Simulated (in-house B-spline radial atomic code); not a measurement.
Atomic self-consistent-field run: Hf⁶⁺ (an excited or competing configuration). Computed with a B-spline radial code for spherical atoms: Dirac-Hartree-Fock, average of the jj configuration, Fermi nucleus of rms radius 5.347 fm.

In the input, a minus or plus after the letter marks the j = l - 1/2 or j = l + 1/2 subshell.

Command:
```bash
python run_scf.py task.json out
```
Settings (nuclear radius in fm, mass in u):
```
Z                72
configuration    1s2 2s2 2p6 3s2 3p6 3d10 4s2 4p6 4d-4 4d+5 4f-6 4f+7 5s2 5p-1 5p+4 6s1
hamiltonian      dirac
method           hf
spin_polarised   False
nucleus          fermi
rms_radius       5.347
atomic_mass      179.94656
speed_of_light   137.035999084
```

Output (hartree, bohr):
```
 radial grid: 68 intervals, B-splines of order 8, outer radius 28.6567 bohr

 iter        energy (Eh)    residual
    1      -15044.157874    8.49e-01
    2      -15055.066650    1.02e+00
    3      -15070.291229    1.75e-01
    4      -15070.655540    5.85e-02
    5      -15070.684931    7.10e-03
    6      -15070.685777    3.71e-03
    7      -15070.685953    2.87e-04
    8      -15070.685957    1.77e-04
    9      -15070.685957    3.40e-06
   10      -15070.685957    3.94e-07

 total energy                    -15070.68596
 kinetic                           16850.6845
 electron-nucleus                 -37292.0693
 electron-electron                  5370.6988

 first-order corrections (not in the total)
   Gaunt                            17.4547
   retardation                      -1.8460
   frequency dependence             -0.2902
   self-energy                      12.6159
   Uehling                          -2.2968
   Wichmann-Kroll                    0.0875
   recoil                            0.0287

 orbital      occ     eigenvalue          <r>       <r^2>       <1/r>       <r^4>     <1/r^2>       r_max    small
 1s1/2      2.000     -2420.4847    0.0189867 0.000495043     83.7747 6.62929e-07     16661.6      0.0119  7.33e-02
 2s1/2      2.000      -422.1824    0.0797109  0.00757331     20.3249 0.000100141     2234.13      0.0682  1.66e-02
 2p1/2      2.000      -402.5006    0.0662001  0.00544561     20.2481 6.10679e-05      703.43     0.05098  1.66e-02
 2p3/2      4.000      -358.5896    0.0738794  0.00664575     17.2199 8.67973e-05     404.749     0.05757  1.51e-02
 3s1/2      2.000      -101.4221     0.207585   0.0494095     7.47364  0.00369729     499.763       0.192  5.44e-03
 3p1/2      2.000       -92.7309      0.19786    0.045619     7.37354   0.0033042     159.656      0.1803  5.37e-03
 3p3/2      4.000       -83.1541     0.211964   0.0521525      6.5998  0.00428002     93.4609      0.1937  4.95e-03
 3d3/2      4.000       -68.6747     0.186325   0.0408043     6.47017  0.00296524     52.4288      0.1524  4.80e-03
 3d5/2      6.000       -66.5562      0.19088   0.0427072     6.28038  0.00323043     48.7648      0.1562  4.67e-03
 4s1/2      2.000       -24.5808     0.466684    0.245793     3.11906   0.0874671     121.452      0.4372  1.76e-03
 4p1/2      2.000       -21.0027     0.474098    0.255768     3.00347    0.097472     37.9915      0.4386  1.66e-03
 4p3/2      4.000       -18.6786     0.503795    0.288495     2.75258    0.123723     22.5852      0.4659  1.52e-03
 4d3/2      4.000       -12.8411      0.52307    0.316638     2.53805    0.160625     11.6836      0.4651  1.33e-03
 4d5/2      5.000       -12.3548       0.5342    0.330263     2.47523    0.175045     10.8869      0.4743  1.29e-03
 4f5/2      6.000        -4.9528     0.601509    0.441244     2.05983    0.403259     5.34604      0.4462  9.34e-04
 4f7/2      7.000        -4.8057     0.612941    0.459324     2.02589    0.440655      5.1763      0.4516  9.10e-04
 5s1/2      2.000        -6.1634      1.07967     1.30154     1.23974      2.4171     22.7316      0.9915  4.10e-04
 5p1/2      1.000        -4.9987      1.15907     1.50601     1.14494     3.28863     6.78205       1.053  3.61e-04
 5p3/2      4.000        -4.5641      1.23589     1.70998     1.05575      4.2282     4.02577       1.122  3.18e-04
 6s1/2      1.000        -2.3765      2.28714      5.7871    0.567159     45.5182     5.35852       2.185  1.16e-04
```

Cost of the run: 1.5 s on 1 thread of Arm Neoverse V1, on a shared host.

For the Dirac Hamiltonian the kinetic term is c α·p + (β - 1)c².
